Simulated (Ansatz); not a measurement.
Reaction (formal exchange of groups at a C–Si bond): `[SiH3]C#C[SiH2]Cl` + `[SiH3]Cl` → `Cl[SiH2]C#C[SiH2]Cl` + SiH₄

Computed with Ansatz on PBE0-D4/def2-TZVP structures; ΔE is electronic, products minus reactants. CBS: MP2 limit from def2 TZ/QZ plus the TZ coupled-cluster correction, frozen cores. This one scheme is used for every species. DFT in def2-TZVPP.

| species | B2PLYP energy (Eh) |
| --- | --- |
| `[SiH3]C#C[SiH2]Cl` | -1118.02710 |
| `[SiH3]Cl` | -751.30349 |
| `Cl[SiH2]C#C[SiH2]Cl` | -1577.57137 |
| SiH₄ | -291.75980 |

Q: Work out ΔE.

A: ΔE = (-1577.57137) + (-291.75980) − (-1118.02710) − (-751.30349) = -0.00058 Eh = -0.02 eV. CCSD(T)/CBS gives -0.02 eV.

Largest T1 diagnostic among the species: 0.012.

In def2-TZVPP, CCSD(T) changes the Hartree–Fock value by −0.04 eV (the triples alone add −0.01 eV) and MP2 by −0.05 eV. Leaving LDA and LC-ωPBE aside and taking each functional with its dispersion term where it has one, the values, not all of them listed here, spread over 0.02 eV, from revPBE-D4 to ωB97X-V.
